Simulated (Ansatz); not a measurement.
Reaction (ligand exchange at the Sn–C bond): `C[C](=N)[SnH3]` + CH₃OH → `C[O][SnH3]` + `CC=N`

Program: Ansatz. Geometries: PBE0-D4/def2-TZVP. ΔE: electronic, gas phase. CBS: MP2 limit from def2 TZ/QZ plus the TZ coupled-cluster correction, frozen cores. This one scheme is used for every species. Functionals use def2-TZVPP. B3LYP here is the variant with VWN-RPA as its local correlation; programs differ in this. def2 core potentials past Kr. For Sn outer-core shells are correlated without core-valence functions, which leaves a few kJ/mol of doubt a bond. Each species was taken in one conformer, which may not be the lowest.

`C[C](=N)[SnH3]`:

Cartesian coordinates in Å:
```
C -1.253 0.185 -1.032
C 0.005 -0.420 -0.496
N 0.543 -1.387 -1.110
Sn 0.831 0.425 1.337
H -2.055 0.117 -0.291
H -1.559 -0.326 -1.947
H -1.106 1.249 -1.241
H 1.393 -1.719 -0.656
H -0.271 0.286 2.635
H 1.229 2.074 1.134
H 2.242 -0.483 1.666
```

CH₃OH:

Cartesian coordinates in Å:
```
C 0.210 0.097 0.270
O -0.320 -0.755 -0.718
H 0.980 -0.466 0.799
H -0.545 0.410 1.002
H 0.677 0.994 -0.157
H -1.002 -0.280 -1.196
```

`C[O][SnH3]`:

Z-matrix (Å, degrees):
```
C
O 1 1.402
H 1 1.100 2 112.6
H 1 1.094 2 108.4 3 118.9
H 1 1.100 2 112.6 3 -122.2
Sn 2 1.967 1 119.0 3 61.1
H 6 1.709 2 107.4 1 -59.6
H 6 1.698 2 103.8 1 -180.0
H 6 1.709 2 107.4 1 59.7
```

`CC=N`:

```xyz
8

C     0.021    0.518    0.635
C    -0.117   -0.699   -0.219
N     0.038   -0.791   -1.469
H     0.785    0.359    1.401
H     0.288    1.396    0.044
H    -0.916    0.718    1.164
H    -0.385   -1.619    0.311
H     0.286    0.117   -1.868
```

```tsv
level	ΔE (kJ/mol)	difference from CCSD(T)/CBS
PBE-D4	-29.5	7.2
PBE0-D4	-31.1	5.6
B3LYP-D4	-37.6	-0.9
ωB97X-V	-41.1	-4.4
ωB97M-V	-37.0	-0.3
B2PLYP	-40.4	-3.7
PBE	-31.8	4.9
r2SCAN	-37.9	-1.2
PBE0	-33.2	3.5
B3LYP	-41.3	-4.6
HF/def2-TZVPP	-53.6	-16.9
MP2/def2-TZVPP	-32.8	3.9
CCSD/def2-TZVPP	-36.6	0.1
SCS-MP2/def2-QZVPP	-40.5	-3.8
HF/CBS(def2)	-55.5	-18.8
MP2/CBS(def2)	-35.4	1.3
CCSD(T)/CBS	-36.7	0
```

Largest T1 diagnostic among the species: 0.014.

In def2-TZVPP, CCSD(T) changes the Hartree–Fock value by +19.4 kJ/mol (the triples alone add +2.4 kJ/mol) and MP2 by +20.8 kJ/mol. The D4 term adds +3.7 kJ/mol with B3LYP and +2.1 kJ/mol with PBE0; it sums over pairs of atoms, weighted by their polarisabilities, and B3LYP, whose exchange is more repulsive, gets the larger term.
